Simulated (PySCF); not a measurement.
## Isomerisation enthalpies of C6H12O

**Measured values to compare with.**

From CRC Handbook of Chemistry and Physics, for the gas at 298.15 K: enthalpy of formation of `OC1CCCCC1` (cyclohexanol) -286.2 kJ/mol; enthalpy of formation of `CCCCC(C)=O` (2-hexanone) -278.9 kJ/mol.

The runs below try to reproduce these values; the comparison stands at the end.

Differences of these values give the isomerisation enthalpies. Geometries: PBE0-D3(BJ)/def2-SVP; runs in PySCF, gas phase, with a dispersion term only where the level names one. Total electronic energies (Eh):

```json
{"SMILES": "OC1CCCCC1", "PBE0-D3(BJ)/def2-SVP": "-310.52243"}
{"SMILES": "CCCCC(C)=O", "PBE0-D3(BJ)/def2-SVP": "-310.51254"}
```

Geometry of `OC1CCCCC1` (Å):
```
atom  x, y, z in Å
O1     2.447    0.743    0.008
C2     1.129    0.356    0.303
C3     0.099    1.256   -0.373
C4    -1.330    0.843   -0.038
C5    -1.580   -0.623   -0.375
C6    -0.558   -1.529    0.304
C7     0.870   -1.109   -0.033
H8     2.571    0.647   -0.943
H9     1.030    0.482    1.397
H10    0.252    1.193   -1.468
H11    0.293    2.303   -0.089
H12   -1.508    1.002    1.041
H13   -2.049    1.490   -0.565
H14   -2.603   -0.915   -0.088
H15   -1.514   -0.760   -1.470
H16   -0.700   -1.480    1.399
H17   -0.723   -2.581    0.021
H18    1.048   -1.251   -1.116
H19    1.608   -1.735    0.493
```

Geometry of `CCCCC(C)=O` (Å):
```
atom  x, y, z in Å
C1    -3.0555   -0.4499   -0.3076
C2    -1.7970    0.4027   -0.3042
C3    -0.5469   -0.3752    0.0814
C4     0.7114    0.4713    0.0861
C5     1.9663   -0.2884    0.4640
C6     3.2518    0.5038    0.4853
O7     1.9411   -1.4654    0.7341
H8    -3.2441   -0.8856    0.6867
H9    -3.9436    0.1361   -0.5888
H10   -2.9681   -1.2862   -1.0196
H11   -1.6530    0.8545   -1.3022
H12   -1.9275    1.2527    0.3895
H13   -0.6770   -0.8306    1.0775
H14   -0.4038   -1.2262   -0.6054
H15    0.8833    0.9353   -0.9031
H16    0.6133    1.3275    0.7794
H17    4.0856   -0.1502    0.7690
H18    3.1760    1.3395    1.1990
H19    3.4471    0.9465   -0.5043
```

Zero-point and thermal terms are left out, so the computed numbers are electronic energies.

## Comparison

Relative to `OC1CCCCC1`, the lowest by measurement, in kJ/mol (measured: enthalpies at 298.15 K; computed: electronic energies):

```json
{"SMILES": "OC1CCCCC1", "measured": "0.0", "PBE0-D3(BJ)/def2-SVP": "0.0"}
{"SMILES": "CCCCC(C)=O", "measured": "7.3", "PBE0-D3(BJ)/def2-SVP": "26.0"}
```

Measured values: -286.2 kJ/mol (298.15 K; CRC Handbook of Chemistry and Physics) for the first row; the others come from the same table. Unsigned miss: PBE0-D3(BJ)/def2-SVP 18.7 kJ/mol. One conformer stands for `OC1CCCCC1` and `CCCCC(C)=O`, not necessarily the lowest, while the measurement averages over conformers. Where a level misses, the cause wasn't examined.
